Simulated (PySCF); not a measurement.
HMnO, SMILES [OH][Mn] (connectivity only; charge and spin as stated), neutral, multiplicity 7.

Coordinates come from a PBE-D3(BJ)/def2-TZVP optimisation. The geometry has at least one imaginary mode, so it is a saddle point at that level. The spin state was assumed, not searched.

Level of theory: PySCF 2.14.0 with PBE-D3(BJ)/def2-TZVP.

Frequencies are harmonic and unscaled.

Modes within 1.5 cm⁻¹ of each other (mostly degenerate sets) share a row, with their intensities summed.

Computed normal modes with their intensities:
```json
[
 {"mode": "1–2", "ν (cm⁻¹)": "193i", "IR (km/mol)": "310.1", "moving atoms (share of kinetic energy)": "H 87 %, O 13 %"},
 {"mode": "3", "ν (cm⁻¹)": "663", "IR (km/mol)": "112.4", "moving atoms (share of kinetic energy)": "O 72 %, Mn 24 %"},
 {"mode": "4", "ν (cm⁻¹)": "3776", "IR (km/mol)": "10.3", "moving atoms (share of kinetic energy)": "H 94 %"}
]
```
